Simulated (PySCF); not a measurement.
Compound: C2H2BF2 (doublet state).
Numbering: `[CH2:1]=[C:2][B:3]([F:4])[F:5]` (hydrogens: H6, H7 on C1)

The calculation used PySCF 2.14.0, UKS B3LYP, IGLO-III on B C F, pcH-1 on H, non-relativistic, mean-field spin-orbit, GIAO. Geometry: PBE0-D3(BJ)/def2-SVP; no solvent, vibrations or thermal averaging. Stability of the SCF solution: not tested.

Question: Predict the first-order ENDOR lines of F4/F5 and H6/H7 under fast tumbling at B = 1211.5 mT (Q band).

Answer: For S = 1/2 in fast tumbling each set of equivalent nuclei gives two lines, ν± = |νn ± a/2| to first order, with νn = g_N μN B/h and μN/h = 7.62259 MHz/T.

```
nuclei  isotope     g_N  νn (MHz)  a_iso (MHz)  lower line (MHz)  upper line (MHz)
 F4/F5      19F  5.2577     48.55        22.41             37.35             59.76
 H6/H7       1H  5.5857     51.58       164.85             30.84            134.01
```

Question: Which pairs are centred on the nuclear Larmor frequency, and which on half the coupling?

Answer: Centred on νn, since |a| < 2νn: F4/F5. Centred on |a|/2 and split by 2νn: H6/H7.

Question: At what field would the lower line of F4/F5 fall to zero frequency?

Answer: Where νn = |a|/2, that is B = 11.21 MHz/(5.2577 × 7.62259 MHz/T) = 280 mT, as far as first order holds there.

Couplings of abundant isotopes left out: B3 (-32.7 MHz).

Class means assume fast exchange of nuclei equivalent by connectivity; if that motion is slow, each nucleus keeps its own coupling.

The run took 22 s on an x86-64 server with one thread (shared host).
